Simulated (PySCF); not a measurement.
SMILES C[OH+]C (C2H7O (cation, charge +1)), singlet, PBE0/def2-SVP optimised geometry.

```
10

C      1.44     0.51     0.00
O     -0.03     0.51     0.00
C     -0.73    -0.40    -0.91
H      1.80     0.82    -0.99
H      1.74    -0.51     0.25
H      1.74     1.21     0.79
H     -0.41     1.41     0.00
H     -1.80    -0.28    -0.70
H     -0.40    -1.41    -0.65
H     -0.49    -0.14    -1.95
```

Density from PBE0/def2-TZVP (PySCF) at that geometry.

Minimum of the electron density along straight lines between bonded atoms, close to the bond critical point (lines longer than 1.1 times the sum of covalent radii, or with two minima, are not listed):

```tsv
bond	length / Å	ρ at the minimum / e bohr⁻³	∇²ρ there / e bohr⁻⁵	position (fraction from the first atom)
C1–O2	1.468	0.209	-0.16	0.34
O2–C3	1.468	0.209	-0.16	0.67
C1–H4	1.098	0.285	-1.02	0.66
C1–H5	1.095	0.286	-1.04	0.66
C1–H6	1.096	0.286	-1.04	0.66
O2–H7	0.975	0.344	…	0.82
C3–H8	1.096	0.286	-1.04	0.66
C3–H9	1.095	0.286	-1.04	0.66
C3–H10	1.098	0.285	-1.02	0.66
```

**Question.** Complete the blanks.

**Answer.** 
- O2–H7, ∇²ρ there / e bohr⁻⁵: -2.48
